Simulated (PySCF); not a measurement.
Isomers of C7H13BO2, from PBE0-D3(BJ)/def2-SVP geometry optimisation, gas phase in PySCF 2.14.0. One conformer each, no zero-point energy, no frequencies.

Problem. Which is lowest in electronic energy at this level?
A. `[CH2:1]=[CH:2][C@@H:3]1[CH2:4][CH2:5][C@@H:6]([B:7]([OH:8])[OH:9])[CH2:10]1` with C1–C2–C3–C4 -124°, C5–C6–B7–O8 -24°, C6–B7–O8–H -179°, C6–B7–O9–H -1°, C2–C3–C4–C5 -81°, C3–C4–C5–C6 -24°, C4–C5–C6–B7 -128°, C5–C6–C10–C3 25°: A = 2852, B = 701.9, C = 623.3 MHz, dipole 1.19 D
B. `[OH:1][B:2]([OH:3])[C@H:4]1[C@@H:5]2[CH2:6][CH2:7][CH2:8][CH2:9][C@H:10]12` with H–O1–B2–O3 0°, O1–B2–O3–H 180°, O1–B2–C4–C5 -35°, B2–C4–C5–C6 -142°, C4–C5–C6–C7 -85°, C5–C6–C7–C8 45°, C6–C7–C8–C9 -64°: A = 2750, B = 747.2, C = 718.3 MHz, dipole 1.24 D
C. `[CH3:1][C@@H:2]1[CH2:3][C:4]2([CH2:5][CH2:6]2)[C@@H:7]1[B:8]([OH:9])[OH:10]` with C4–C7–B8–O9 15°, C7–B8–O9–H 179°, C7–B8–O10–H 1°: A = 1722, B = 1212, C = 859.9 MHz, dipole 1.59 D
D. `[CH3:1][CH2:2][CH2:3][CH2:4][B@H-:5]1[O:6][CH:7]=[CH:8][CH:9]=[O+:10]1` with C1–C2–C3–C4 180°, C2–C3–C4–B5 180°, C3–C4–B5–O6 -58°, C4–B5–O6–C7 101°, B5–O6–C7–C8 8°, C7–C8–C9–O10 -5°, C4–B5–O10–C9 -101°: A = 2188, B = 745.0, C = 709.8 MHz, dipole 4.02 D
E. `[OH:1][B:2]([OH:3])[C@@H:4]1[CH2:5][CH2:6][C@H:7]2[CH2:8][C@@H:9]1[CH2:10]2` with H–O1–B2–O3 177°, O1–B2–O3–H 0°, O1–B2–C4–C5 150°: A = 2308, B = 1089, C = 911.1 MHz, dipole 1.17 D

Solution. B. That is `OB(O)[C@H]1[C@@H]2CCCC[C@@H]21`, 6.3 kcal/mol below the next.

| SMILES | mapped SMILES | E (Eh) | relative (kcal/mol) | relative (kJ/mol) | dipole (D) |
| --- | --- | --- | --- | --- | --- |
| OB(O)[C@H]1[C@@H]2CCCC[C@@H]21 | [OH:1][B:2]([OH:3])[C@H:4]1[C@@H:5]2[CH2:6][CH2:7][CH2:8][CH2:9][C@H:10]12 | -449.15162 | 0.0 | 0.0 | 1.24 |
| OB(O)[C@@H]1CC[C@H]2C[C@@H]1C2 | [OH:1][B:2]([OH:3])[C@@H:4]1[CH2:5][CH2:6][C@H:7]2[CH2:8][C@@H:9]1[CH2:10]2 | -449.14159 | 6.3 | 26.3 | 1.17 |
| C=C[C@@H]1CC[C@@H](B(O)O)C1 | [CH2:1]=[CH:2][C@@H:3]1[CH2:4][CH2:5][C@@H:6]([B:7]([OH:8])[OH:9])[CH2:10]1 | -449.13554 | 10.1 | 42.2 | 1.19 |
| C[C@@H]1CC2(CC2)[C@@H]1B(O)O | [CH3:1][C@@H:2]1[CH2:3][C:4]2([CH2:5][CH2:6]2)[C@@H:7]1[B:8]([OH:9])[OH:10] | -449.11029 | 25.9 | 108.5 | 1.59 |
| CCCC[B@H-]1OC=CC=[O+]1 | [CH3:1][CH2:2][CH2:3][CH2:4][B@H-:5]1[O:6][CH:7]=[CH:8][CH:9]=[O+:10]1 | -449.07501 | 48.1 | 201.2 | 4.02 |

As drawn, the lowest has a three-membered ring and an O–H bond, which the highest lacks.
